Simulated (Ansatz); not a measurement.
System: AlF2, net charge 1, singlet state. It need not be the lowest isomer of its formula. 
Structure (B3LYP-D3(BJ)/def2-TZVP (Ansatz, a program for electronic structure) minimum search):
SMILES: [F][Al+][F]
```xyz
3

Al     0.0000     0.0000     0.0000
F      0.0000     0.0000    -1.5918
F      0.0000     0.0000     1.5918
```
Charge +1, spin multiplicity 1.

Basis-set convergence of Hartree-Fock and CCSD(T) correlation energies (hartree) with Ansatz. Valence correlation only, unless marked. No spin-orbit coupling. Non-relativistic.

| basis | functions | E(HF) | E(corr, CCSD(T)) |
|---|---|---|---|
| aug-cc-pV(D+d)Z | 78 | -440.64181 | -0.46824 |
| aug-cc-pV(T+d)Z | 147 | -440.70731 | -0.58600 |
| aug-cc-pV(Q+d)Z | 249 | -440.72601 | -0.62826 |

Extrapolating the two largest sets (X = 3 and 4) as X^-3: E(corr) = (64·(-0.62826) - 27·(-0.58600))/37 = -0.6591 Eh, an estimate of the basis-set limit. The largest set recovers 95.3 % of it, the smallest 71.0 %.
